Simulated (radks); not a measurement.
The zirconium ion Zr4+, [Kr]. Calculated with a radial shooting solver on a logarithmic mesh with Libxc functionals: non-relativistic Kohn-Sham, exchange-only B88, spin-polarised, spherical densities, point nucleus. Every spin shell is full or empty, so the densities are truly spherical. Functionals are evaluated on that one density, not self-consistently. Rank these orbital-free kinetic functionals by their error against the exact value of the orbitals, and give that value: Thomas-Fermi, von Weizsacker, TF + vW, TF + vW/5, LC94, APBEK, Perdew 92, Thakkar, PG1, Ernzerhof.

Answer. Exact: 3536.29 hartree. From best to worst, with 100 (|E| - |E exact|)/|E exact| (equal figures are ties): LC94 +0.07, APBEK +0.14, Ernzerhof -0.36, Thakkar -0.49, Perdew 92 -0.68, TF + vW/5 +3.30, Thomas-Fermi -5.67, PG1 +16.54, TF + vW +39.15, von Weizsacker -55.19.
